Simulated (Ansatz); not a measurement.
Two isomers of C4H8Si: A = `[SiH3]C1=CCC1`, B = `CC=C=C[SiH3]`.

Program: Ansatz. Geometries: PBE0-D4/def2-TZVP. ΔE: electronic, gas phase. CCSD(T)/CBS adds triple-zeta CCSD(T) − MP2 to the extrapolated MP2 energy (def2 sets, frozen cores). DFT in def2-TZVPP.

(1) Which is lower in electronic energy at CCSD(T)/CBS, and by how much? (Estimate.)

(2) Give E(B) − E(A) in kcal/mol with CCSD/def2-TZVPP, PBE0-D4, CCSD(T)/def2-TZVPP, B2PLYP, HF/def2-TZVPP, MP2/def2-TZVPP, r2SCAN-D4. (Estimate.)

(3) Does the order hold for the free energy at 298.15 K (harmonic terms from PBE0-D4)? (Best estimate.)

Largest T1 diagnostic: 0.012.

Results:

(1) Computed: A, by 0.3 kcal/mol. So small a gap doesn't settle the order.

(2) Computed: CCSD/def2-TZVPP 0.1, PBE0-D4 1.4, CCSD(T)/def2-TZVPP 0.1, B2PLYP -2.9, HF/def2-TZVPP -3.8, MP2/def2-TZVPP 1.9, r2SCAN-D4 -2.5. The order is the other way round with B2PLYP, HF/def2-TZVPP, r2SCAN-D4.

(3) Ansatz gave: No: G(B) − G(A) = -2.1 kcal/mol.

From PBE to PBE0 (25 % exact exchange), in def2-TZVPP and without D4, E(B) − E(A) moves by +2.3 kcal/mol. At CCSD(T), def2-SVP lies +0.9 kcal/mol from the extrapolated value and def2-TZVPP −0.2 kcal/mol.
